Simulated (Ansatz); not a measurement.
Start from `[CH3][Nb](=[O])([OH])[OH]` and change one element to get `[CH3][V](=[O])([OH])[OH]`.

Ansatz, PBE0-D4/def2-TZVP geometries, multiplicity 1. Each molecule was computed in one conformer, which needn't be the lowest.

Elements past krypton have def2 core potentials. Scalar relativity is left out up to krypton.

| property | `[CH3][Nb](=[O])([OH])[OH]` |
| --- | --- |
| HOMO energy (PBE0/def2-TZVPP) / eV | -8.12 |
| LUMO energy (ωB97M-V/def2-TZVPP) / eV | 0.78 |
| HOMO energy (B3LYP/def2-TZVPP) / eV | -7.89 |
| ideal-gas entropy at 298 K and 1 bar (rigid rotor, harmonic PBE0-D4/def2-TZVP) / J/(mol·K) | 367 |
| LUMO energy (B3LYP/def2-TZVPP) / eV | -1.45 |
| size of the dipole moment (B3LYP/def2-TZVPP) / D | 1.10 |

**Question.** What does the change do to each property? (Best estimate.)

**Answer.** The calculation gave: 
| property | `[CH3][V](=[O])([OH])[OH]` | shift |
| --- | --- | --- |
| HOMO energy (PBE0/def2-TZVPP) / eV | -8.57 | -0.45 |
| LUMO energy (ωB97M-V/def2-TZVPP) / eV | -0.10 | -0.88 |
| HOMO energy (B3LYP/def2-TZVPP) / eV | -8.33 | -0.44 |
| ideal-gas entropy at 298 K and 1 bar (rigid rotor, harmonic PBE0-D4/def2-TZVP) / J/(mol·K) | 352 | -15 |
| LUMO energy (B3LYP/def2-TZVPP) / eV | -2.76 | -1.31 |
| size of the dipole moment (B3LYP/def2-TZVPP) / D | 4.41 | 3.31 |

With PBE0 the HOMO falls by 0.45 eV and the LUMO falls by 1.27 eV, so the gap narrows by about 0.82 eV. PBE moves the HOMO by -0.34 eV and ωB97M-V by -0.49 eV. Dipoles are sizes alone; their direction can turn.

B3LYP here is the variant with VWN-RPA as its local correlation; programs differ in this.
